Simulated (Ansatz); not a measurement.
Input for Ansatz (a program for electronic structure): R-PBE0/def2-TZVPP on H4O4Si (SMILES O[Si](O)(O)O).

Ansatz 0.2 input:
```yaml
crystal:
  periodic: [false, false, false]
  atoms:
    - {symbol: O, position_ang: [0.70807074, 1.19867020, -0.85824618]}
    - {symbol: Si, position_ang: [0.00000082, -0.00000076, -0.00002235]}
    - {symbol: O, position_ang: [-1.04152190, 0.72287354, 1.03313056]}
    - {symbol: O, position_ang: [-0.67365153, -1.01525224, -1.09097638]}
    - {symbol: O, position_ang: [1.00710500, -0.90629087, 0.91600208]}
    - {symbol: H, position_ang: [0.90903297, 2.01377573, -0.39169917]}
    - {symbol: H, position_ang: [-1.33544026, 0.21104130, 1.79081680]}
    - {symbol: H, position_ang: [-1.07015329, -0.62111003, -1.87192914]}
    - {symbol: H, position_ang: [1.49655745, -1.60370685, 0.47272378]}
basis:
  gaussian:
    orbitals: def2-TZVPP
hamiltonian:
  xc: {name: PBE0}
scf: {lower_state_search: off}
```

Predict the final total energy.

-592.7296 hartree.
